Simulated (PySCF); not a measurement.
# Core-level binding energies of `C[Si@@H]1C[C@@H]1F`

C3H7FSi.
Geometry (GFN2-xTB, Å), atoms numbered from 1 in this order:
```xyz
12
C3H7FSi angstrom
C      1.523    0.100   -1.114
Si     0.542   -0.399    0.419
C     -1.321   -0.653    0.251
C     -0.943    0.676    0.915
F     -1.261    1.798    0.183
H      0.914    0.710   -1.775
H      2.402    0.678   -0.844
H      1.859   -0.772   -1.669
H      1.218   -1.081    1.510
H     -1.790   -0.546   -0.717
H     -1.865   -1.346    0.878
H     -1.276    0.835    1.935
```

Method used: PySCF, delta-SCF UKS SCAN, pcX-2 on the ionised atom, pcseg-1 elsewhere, spin-free X2C. Binding energies are ΔSCF values: E(core-ionised, relaxed orbitals) − E(ground state) at a fixed geometry, referred to the vacuum level.

Q: Give the core binding energies atom by atom.

A: 
| atom(s) | bonded to | level | binding energy (eV) | 2p1/2 (eV) | above the level's lowest (eV) | count |
| --- | --- | --- | --- | --- | --- | --- |
| Si2 | 3 C and H | Si 2p3/2 | 106.57 | 107.19 | 0.00 | 1 |
| C3 | C, 2 H and Si | C 1s | 290.00 | – | 0.00 | 1 |
| C1 | 3 H and Si | C 1s | 290.51 | – | +0.51 | 1 |
| C4 | F, C, H and Si | C 1s | 291.90 | – | +1.90 | 1 |
| F5 | C | F 1s | 691.86 | – | 0.00 | 1 |
| Si2 | 3 C and H | Si 1s | 1846.30 | – | 0.00 | 1 |

The listed C 1s values span 1.90 eV, from C3 (bonded to C, 2 H and Si) to C4 (bonded to F, C, H and Si). The widest gap between neighbouring values is 1.39 eV, between 290.51 and 291.90 eV.

Q: What is the longest wavelength that can ionise F 1s of F5 vertically?

A: λ = hc/E = 12398.42 eV Å / 691.86 eV = 17.920 Å.

For 2p shells one spin-free hole was relaxed; a mean-field spin–orbit operator and the ground-state splitting of the three 2p orbitals were then diagonalised within the shell. The shell's mean is (2 × 2p3/2 + 2p1/2)/3, and the degeneracies 2j + 1 give areas of 2:1. 2p1/2 minus 2p3/2 (ligand field included): Si 0.62 eV. Geometry: GFN2-xTB; no solvent, vibrations or thermal averaging.
